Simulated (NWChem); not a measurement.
# SrCl₂; SMILES [Cl][Sr][Cl]

Program: NWChem. def2 effective core potentials on Sr; no spin-orbit coupling. Level PBE/def2-SVP: optimisations from one semi-empirical or force-field start; each run changes one setting, and all end within 0.3 mHa of each other.

| setting | optimisation steps |
|---|---|
| redundant internal coordinates, default thresholds | 6 |
| loose thresholds | 6 |
| no line search | 11 |
| tight thresholds | 7 |
| Cartesian coordinates | 9 |
